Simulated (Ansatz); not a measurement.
C9H18O2 (`CCCCC(=O)OCC(C)C`). Charge 0, multiplicity 1. The structure was optimised at the PBE0-D4/def2-TZVP level. It is one conformer, not always the lowest.

```xyz
29

C    -0.811   -2.217   -3.131
C    -0.844   -2.295   -1.615
C     0.544   -2.262   -0.996
C     0.526   -2.351    0.525
C    -0.221   -1.225    1.187
O    -1.096   -1.356    2.001
O     0.217   -0.032    0.764
C    -0.428    1.109    1.331
C     0.199    2.358    0.750
C    -0.563    3.578    1.244
C     1.679    2.451    1.090
H    -1.816   -2.242   -3.556
H    -0.249   -3.054   -3.556
H    -0.330   -1.294   -3.466
H    -1.439   -1.464   -1.219
H    -1.359   -3.210   -1.300
H     1.059   -1.346   -1.300
H     1.136   -3.097   -1.386
H     0.060   -3.279    0.862
H     1.551   -2.335    0.910
H    -0.316    1.080    2.420
H    -1.497    1.058    1.110
H     0.094    2.299   -0.341
H    -0.499    3.663    2.334
H    -1.621    3.531    0.973
H    -0.147    4.494    0.818
H     1.820    2.521    2.173
H     2.126    3.340    0.639
H     2.225    1.577    0.734
```

**Question.** What is the dipole moment at r2SCAN/def2-TZVPP? (An estimate is asked.)

**Answer.** Ansatz gave: 2.22 D, with components (1.28, 0.99, -1.52) D in this frame, pointing from negative to positive charge.

**Question.** And with PBE, B3LYP, ωB97M-V? (Best estimate.)

**Answer.** Computed: PBE 2.15 D, B3LYP 2.20 D, ωB97M-V 2.19 D.

**Question.** Give the Mulliken charges with r2SCAN, PBE, ωB97M-V in def2-TZVPP. (An estimate is asked.)

**Answer.** Computed: 
```tsv
atom	r2SCAN	PBE	ωB97M-V
C1	-0.16	-0.26	-0.32
C2	-0.01	-0.09	-0.14
C3	-0.01	-0.09	-0.18
C4	-0.06	-0.10	-0.20
C5	0.30	0.19	0.29
O6	-0.35	-0.28	-0.33
O7	-0.27	-0.20	-0.26
C8	0.04	-0.02	-0.06
C9	0.17	0.08	-0.05
C10	-0.18	-0.27	-0.32
C11	-0.17	-0.26	-0.31
H12	0.04	0.08	0.11
H13	0.04	0.07	0.10
H14	0.04	0.07	0.10
H15	0.02	0.06	0.09
H16	0.02	0.06	0.09
H17	0.03	0.06	0.10
H18	0.02	0.06	0.10
H19	0.05	0.07	0.11
H20	0.05	0.08	0.12
H21	0.06	0.08	0.13
H22	0.06	0.09	0.13
H23	-0.02	0.03	0.07
H24	0.04	0.07	0.11
H25	0.05	0.08	0.11
H26	0.05	0.08	0.11
H27	0.04	0.07	0.10
H28	0.04	0.08	0.10
H29	0.06	0.09	0.11
```

B3LYP here is the variant with VWN-RPA as its local correlation; programs differ in this.
